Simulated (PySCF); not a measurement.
## Static response to an electric field

Species: C₄H₁₁FSi₂.
Geometry (GFN2-xTB, Å), atoms numbered from 1 in this order:
```xyz
18
C4H11FSi2 angstrom
C     -3.443   -0.041    0.326
C     -2.486   -0.373   -0.519
C     -1.129   -0.856   -0.119
C     -0.046    0.130   -0.560
Si     1.704   -0.424   -0.053
Si     3.234    1.138   -0.777
F      4.697    0.497   -0.532
H     -3.307   -0.123    1.393
H     -4.402    0.320   -0.006
H     -2.645   -0.277   -1.586
H     -0.938   -1.826   -0.585
H     -1.086   -0.988    0.963
H     -0.101    0.254   -1.644
H     -0.270    1.108   -0.129
H      1.709   -0.608    1.410
H      1.928   -1.767   -0.617
H      3.262    1.447   -2.205
H      3.310    2.394   -0.035
```

Level: wB97X-D/def2-SVPD (PySCF), static field, nuclei fixed, core orbitals frozen in the response. The polarisability tensor in these axes (au):

```
x   129.55   5.22  -9.13
y     5.22  92.44  -2.72
z    -9.13  -2.72  91.73
```

**Question.** What are the eigenvalues, a third of the trace, and Δα (Δα² = ½Σ(αi − αj)² over the three pairs)?

**Answer.** Principal values 88.86, 92.41 and 132.45 au; mean 104.57 au = 15.50 Å³ = 17.24 × 10⁻⁴⁰ C²·m²/J; Δα = 41.93 au (40 % of the mean).

**Question.** What is the dipole moment, and where does it point?

**Answer.** (-2.11, 0.40, -0.33) D, 2.17 D in size, pointing from the negative to the positive side. Measured along this direction, the outermost atoms are F7 at the negative end and H9 at the positive end.

**Question.** Find the Langevin capture rate constant for NH4+ (18.034 u) meeting this molecule (134.038 u), k = 2.342 × 10⁻⁹ cm³/s × √(α in Å³ / reduced mass in u).

**Answer.** The reduced mass is 15.90 u, so k = 2.31 × 10⁻⁹ cm³/s. The formula leaves out the permanent dipole, which adds to the capture rate.

**Question.** Orientational against electronic polarisability at 500 K (dilute gas, rigid molecules)?

**Answer.** In Gaussian units μ²/3kT = 22.77 Å³ against 15.50 Å³, a ratio of 1.47; the Debye molar polarisation (4π/3)N_A(α + μ²/3kT) is 96.5 cm³/mol, leaving out the vibrational part.

**Question.** Sum over states: ᾱ = Σ f/ω², ω in Eh. What share falls to these 8 lowest TDDFT singlets (eV, f)? 6.41, 0.0427; 7.26, 0.4215; 7.37, 0.0231; 7.47, 0.0239; 7.53, 0.1330; 7.64, 0.0685; 7.86, 0.0642; 7.95, 0.0144.

**Answer.** They add up to 10.86 au, 10.4 % of the 104.57 au; the largest single term is 5.92 au, from the state at 7.26 eV. Terms in order: 0.77, 5.92, 0.31, 0.32, 1.74, 0.87, 0.77, 0.17 au. Higher excitations give the rest. The strengths listed sum to 0.791.

**Question.** Give the eigenvalues of the traceless quadrupole moment Θ = ½Σq(3rr − r²1), origin at the centre of nuclear charge.

**Answer.** -11.84, 4.21, 7.64 D·Å. The values depend on the origin, since the dipole doesn't vanish. The electronic extent ⟨r²⟩ about the same centre is 2195 bohr², a root-mean-square distance of 2.92 Å for the 72 electrons.

**Question.** Give the principal axes and the span of the nuclei along them.

**Answer.** Largest value along (0.96, 0.14, -0.23), where the nuclei span 8.91 Å; middle along (-0.23, 0.87, -0.43), 3.19 Å; least along (0.14, 0.46, 0.88), 3.41 Å. The strongest response lies along the longest span, while the other two are in reverse order.

The structure is a single GFN2-xTB conformer in the gas phase; no vibrational or solvent corrections.

The pairwise dispersion term of wB97X-D wasn't added to the energies; at a given geometry it leaves orbitals and properties as they are.
